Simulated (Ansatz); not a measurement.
Cost and result for the atomization energy of `CNB(C)C` (15 atoms, 14 bonds).

```xyz
15

C     0.422   -1.705   -1.196
N    -0.460   -0.866   -0.424
B    -0.190    0.324    0.261
C     1.243    0.984    0.294
C    -1.383    1.028    1.024
H     0.465   -2.723   -0.794
H     0.105   -1.771   -2.242
H     1.432   -1.299   -1.180
H    -1.407   -1.210   -0.392
H     2.039    0.433   -0.211
H     1.559    1.143    1.331
H     1.201    1.982   -0.155
H    -2.340    0.503    0.940
H    -1.532    2.048    0.653
H    -1.154    1.131    2.090
```

The species carries charge 0 and has multiplicity 1. The geometry is a stationary point of PBE0-D4/def2-TZVP. It is one conformer, not always the lowest. Program: Ansatz. All runs use 4 threads of a server CPU on a shared host. Times are those of one run each, without the atoms' runs, and a repeat can differ threefold. Electronic energies, without spin–orbit coupling; frozen cores. CCSD(T)/CBS adds CCSD(T) − MP2 in def2-TZVPP to the MP2 limit, and its time is that of the two runs behind it. T1 = 0.011. B3LYP takes the VWN-RPA correlation (the form of Gaussian; ORCA's B3LYP/G). HSE06 is the plane-wave form, built on full-range PBE exchange.

CCSD(T)/CBS is a level of theory with its own doubt, some kJ/mol a heavy atom from the limit and from the frozen cores, so smaller differences don't rank the functionals.

```
                             level  functions  wall time  atomization (kJ/mol)  difference from CCSD(T)/CBS  per bond
            LDA (SPW92)/def2-TZVPP        295      2.2 s                6619.4                        779.9      55.7
   PBE-D4/def2-TZVPP (with forces)        295      3.7 s                5958.4                        118.9       8.5
                PBE0-D4/def2-TZVPP        295        4 s                5888.2                         48.7       3.5
                BLYP-D4/def2-TZVPP        295      4.1 s                5849.7                         10.2       0.7
               HSE06-D4/def2-TZVPP        295        6 s                5891.9                         52.4       3.7
               BHLYP-D4/def2-TZVPP        295        6 s                5749.2                        -90.3      -6.4
r2SCAN-D4/def2-TZVPP (with forces)        295        7 s                5865.1                         25.6       1.8
                  CCSD(T)/def2-SVP        120        7 s                5605.1                       -234.4     -16.7
 B3LYP-D4/def2-TZVPP (with forces)        295      7.5 s                5879.4                         39.9       2.8
  ωB97M-V/def2-TZVPP (with forces)        295       18 s                5876.6                         37.1       2.7
                    MP2/def2-QZVPP        585    2.8 min                5837.6                         -1.9      -0.1
                CCSD(T)/def2-TZVPP        295    8.5 min                5713.0                       -126.5      -9.0
                 CCSD(T)/CBS(def2)          –     11 min                5839.5                          0.0       0.0
```

From BLYP to BHLYP (50 % exact exchange), in def2-TZVPP and without D4, the atomization energy moves by −72.4 kJ/mol: exact exchange takes away binding that semilocal exchange gives to molecules. The D4 term adds +39.6 kJ/mol with B3LYP and +21.1 kJ/mol with PBE0; it sums over pairs of atoms, weighted by their polarisabilities, and B3LYP, whose exchange is more repulsive, gets the larger term. At CCSD(T), def2-SVP lies −234.3 kJ/mol from the extrapolated value and def2-TZVPP −126.5 kJ/mol: correlation converges slowly with the basis, and small sets miss more of it in the bonded molecule than in its fragments.
